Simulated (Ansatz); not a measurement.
`CN(C)c1ccc(/C=C/c2ccc(/C=C/c3ccc(/C=C/C#N)s3)s2)s1`, relaxed as a singlet with RKS PBE-D4/def2-SVP in Ansatz, starting from the GFN2-xTB geometry. Force threshold 0.03 eV/Å.

Single mean-field runs in def2-SVP are fitted with def2-universal-jkfit.

Start:

```xyz
44

C    -7.590   -2.477   -3.960
N    -6.215   -2.564   -3.527
C    -5.767   -3.805   -2.947
C    -5.579   -1.414   -3.173
C    -5.956   -0.115   -3.436
C    -5.031    0.826   -2.975
C    -3.935    0.285   -2.342
C    -2.847    0.981   -1.768
C    -1.785    0.415   -1.143
C    -0.713    1.146   -0.567
C    -0.499    2.513   -0.521
C     0.672    2.873    0.137
C     1.399    1.799    0.619
C     2.624    1.843    1.328
C     3.290    0.756    1.785
C     4.519    0.786    2.495
C     5.307    1.859    2.876
C     6.455    1.491    3.568
C     6.587    0.126    3.741
C     7.608   -0.623    4.388
C     8.700   -0.100    4.986
C     9.663   -0.908    5.600
N    10.460   -1.562    6.107
S     5.238   -0.707    3.018
S     0.585    0.303    0.232
S    -4.062   -1.465   -2.321
H    -7.915   -3.456   -4.305
H    -8.257   -2.145   -3.157
H    -7.667   -1.775   -4.790
H    -6.263   -4.635   -3.445
H    -4.691   -3.903   -3.091
H    -5.975   -3.861   -1.872
H    -6.863    0.157   -3.943
H    -5.163    1.887   -3.098
H    -2.908    2.057   -1.851
H    -1.732   -0.663   -1.063
H    -1.175    3.227   -0.955
H     0.993    3.892    0.266
H     3.027    2.833    1.496
H     2.867   -0.224    1.606
H     5.053    2.880    2.656
H     7.176    2.198    3.937
H     7.480   -1.698    4.391
H     8.884    0.964    5.016
```

Problem. Estimate the energy that the relaxation releases and the steps that it takes.

Solution. 9.3 kcal/mol, in 6 steps; 43 s on 2 threads of AMD EPYC 7R13 on a shared host and a share (18 GiB) of an NVIDIA H100 80GB HBM3. No frequencies were taken in this run, so the end may be a saddle point.

Problem. Does the start keep its bonding and symmetry?

Solution. By distances, no bond broke or formed. The bond that changes most is C22–N23, from 1.15 to 1.18 Å (atoms count from 1).

Problem. Predict the relaxed structure.

Solution. 
| atom | x (Å) | y (Å) | z (Å) |
| --- | --- | --- | --- |
| C1 | -7.6527 | -2.5279 | -4.0338 |
| N2 | -6.3012 | -2.6032 | -3.5144 |
| C3 | -5.8293 | -3.8513 | -2.9476 |
| C4 | -5.6658 | -1.4317 | -3.1958 |
| C5 | -6.0715 | -0.1164 | -3.4659 |
| C6 | -5.1341 | 0.8415 | -3.0160 |
| C7 | -4.0106 | 0.3072 | -2.3789 |
| C8 | -2.9086 | 1.0101 | -1.8047 |
| C9 | -1.8189 | 0.4593 | -1.1699 |
| C10 | -0.7341 | 1.1989 | -0.5911 |
| C11 | -0.4977 | 2.5836 | -0.5326 |
| C12 | 0.6929 | 2.9218 | 0.1363 |
| C13 | 1.4154 | 1.8165 | 0.6169 |
| C14 | 2.6514 | 1.8365 | 1.3348 |
| C15 | 3.3389 | 0.7412 | 1.8040 |
| C16 | 4.5797 | 0.7817 | 2.5241 |
| C17 | 5.3768 | 1.8760 | 2.9139 |
| C18 | 6.5370 | 1.5075 | 3.6154 |
| C19 | 6.6767 | 0.1207 | 3.7917 |
| C20 | 7.7068 | -0.6372 | 4.4439 |
| C21 | 8.8207 | -0.1201 | 5.0571 |
| C22 | 9.7988 | -0.9351 | 5.6828 |
| N23 | 10.6204 | -1.5974 | 6.2065 |
| S24 | 5.3197 | -0.7086 | 3.0573 |
| S25 | 0.5672 | 0.3345 | 0.2077 |
| S26 | -4.1287 | -1.4565 | -2.3403 |
| H27 | -7.9688 | -3.5301 | -4.3788 |
| H28 | -8.3863 | -2.1675 | -3.2738 |
| H29 | -7.6978 | -1.8400 | -4.9031 |
| H30 | -6.2995 | -4.7008 | -3.4784 |
| H31 | -4.7299 | -3.9389 | -3.0785 |
| H32 | -6.0516 | -3.9474 | -1.8575 |
| H33 | -7.0116 | 0.1378 | -3.9693 |
| H34 | -5.2661 | 1.9261 | -3.1393 |
| H35 | -2.9773 | 2.1078 | -1.8949 |
| H36 | -1.7622 | -0.6400 | -1.0858 |
| H37 | -1.1826 | 3.3222 | -0.9705 |
| H38 | 1.0457 | 3.9529 | 0.2825 |
| H39 | 3.0614 | 2.8453 | 1.5123 |
| H40 | 2.9120 | -0.2599 | 1.6195 |
| H41 | 5.1082 | 2.9163 | 2.6856 |
| H42 | 7.2728 | 2.2302 | 3.9946 |
| H43 | 7.5853 | -1.7334 | 4.4481 |
| H44 | 8.9990 | 0.9678 | 5.0858 |
Bond lengths: 18 × C–C 1.37 to 1.44 Å; 6 × C–S 1.75 to 1.77 Å; 4 × C–N 1.18 to 1.45 Å; 18 × C–H 1.10 to 1.12 Å.
